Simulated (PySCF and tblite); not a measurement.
The numbers below are computed, except where a source is named.
System: C7H8O3, numbered as in [CH3:1][O:2]/[CH:3]=[CH:4]\[CH2:5][C:6]#[C:7][C:8](=[O:9])[OH:10].

Level: PBE/pcSseg-1 + D3(BJ) on GFN2-xTB stationary points, with GFN2-xTB thermal terms. Rates follow Eyring's equation with the number of equivalent paths and no tunnelling. Run with tblite and PySCF.

Tunnelling of the moving H, left out here, will speed the real process. In real samples such hydrogens mostly exchange between molecules or through solvent, far faster than by this path. DFT energies on a tight-binding saddle of a bond shift can be off by several kcal/mol.

Question: What barrier does the shift of H on O10 from O10 to O9 meet, and how fast is it at 298 K?

Answer: The electronic barrier is 27.7 kcal/mol and ΔG‡(298 K) 24.8 kcal/mol, over a C1 saddle with an imaginary mode of 1772i cm⁻¹ (GFN2-xTB). With 1 equivalent path, k is 4.4×10⁻⁶ s⁻¹. The end lies 0.0 kcal/mol above the start in free energy.
